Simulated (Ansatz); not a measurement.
`[AlH2][CH](S)O[SiH3]` and `[SiH3]OCS` differ in one atom or group.

Ansatz, PBE0-D4/def2-TZVP geometries, multiplicity 1. Each molecule was computed in one conformer, which needn't be the lowest.

| property | `[AlH2][CH](S)O[SiH3]` |
| --- | --- |
| HOMO energy (B3LYP/def2-TZVPP) / eV | -6.93 |
| HOMO–LUMO gap (B3LYP/def2-TZVPP) / eV | 6.23 |
| HOMO energy (ωB97M-V/def2-TZVPP) / eV | -9.30 |
| size of the dipole moment (B3LYP/def2-TZVPP) / D | 1.52 |
| size of the dipole moment (ωB97M-V/def2-TZVPP) / D | 1.45 |
| LUMO energy (ωB97M-V/def2-TZVPP) / eV | 1.04 |

Q: What does the change do to each property? (An estimate is asked.)

A: Computed: 
```json
{"property": "HOMO energy (B3LYP/def2-TZVPP) / eV", "`[SiH3]OCS`": "-6.98", "shift": "-0.05"}
{"property": "HOMO–LUMO gap (B3LYP/def2-TZVPP) / eV", "`[SiH3]OCS`": "6.77", "shift": "0.54"}
{"property": "HOMO energy (ωB97M-V/def2-TZVPP) / eV", "`[SiH3]OCS`": "-9.48", "shift": "-0.18"}
{"property": "size of the dipole moment (B3LYP/def2-TZVPP) / D", "`[SiH3]OCS`": "1.52", "shift": "0.00"}
{"property": "size of the dipole moment (ωB97M-V/def2-TZVPP) / D", "`[SiH3]OCS`": "1.50", "shift": "0.05"}
{"property": "LUMO energy (ωB97M-V/def2-TZVPP) / eV", "`[SiH3]OCS`": "1.70", "shift": "0.66"}
```

With PBE0 the HOMO falls by 0.08 eV and the LUMO rises by 0.52 eV, so the gap widens by about 0.60 eV. PBE moves the HOMO by -0.04 eV and ωB97M-V by -0.18 eV. The zero-point energy changes by -7.3 kJ/mol with -6 modes. Dipoles are sizes alone; their direction can turn.

B3LYP here is the variant with VWN-RPA as its local correlation; programs differ in this.
